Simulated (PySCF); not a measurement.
**Ionisation energy of Ba by level of theory**

Ba [Xe] 6s2 (1S) → Ba⁺ [Xe] 6s1 (2S), as a difference of total energies. All numbers are calculated (PySCF 2.14, scalar relativity by spin-free X2C-1e, in x2c-TZVPPall). Correlated levels: valence: [Xe] frozen; valence and next inner shell: [Kr] 4d10 frozen. The calculations carry no spin-orbit coupling.

```tsv
method	ionisation energy (eV)	error (eV)
UHF	4.272	-0.940
LDA	5.385	+0.173
PBE	5.213	+0.001
PBE0	5.125	-0.087
r2SCAN	4.921	-0.291
BP86	5.343	+0.131
B97-3	5.298	+0.086
M06-L	5.306	+0.094
MP2 (valence)	4.735	-0.477
SCS-MP2 (valence)	4.828	-0.384
MP2 (valence and next inner shell)	5.068	-0.144
SCS-MP2 (valence and next inner shell)	5.092	-0.120
```

Reference: 5.212 eV (measured; NIST Atomic Spectra Database, ionization energies).

Errors of the correlated levels include the incompleteness of this basis and the frozen core.
